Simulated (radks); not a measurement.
Results of a calculation; reference values are marked as such.
Problem. Ionisation of Sm, [Xe] 4f6 6s2, to Sm+, [Xe] 4f6 6s1, under several functionals. Non-relativistic Kohn-Sham, spin-unpolarised, spherical densities, point nucleus; a radial shooting solver on a logarithmic mesh with Libxc functionals. Known Delta-SCF values: BP86 5.768 eV. What does TPSS give, and what is its highest occupied eigenvalue?

Solution. 5.504 eV by Delta-SCF; the 6s eigenvalue is -3.366 eV. NIST: 5.644 eV (measured).

Beside tabulated values, note that relativity, absent from the non-relativistic runs, is large for the heavy elements, and spin-unpolarised runs miss the spin-polarisation part of the exchange energy of open shells.
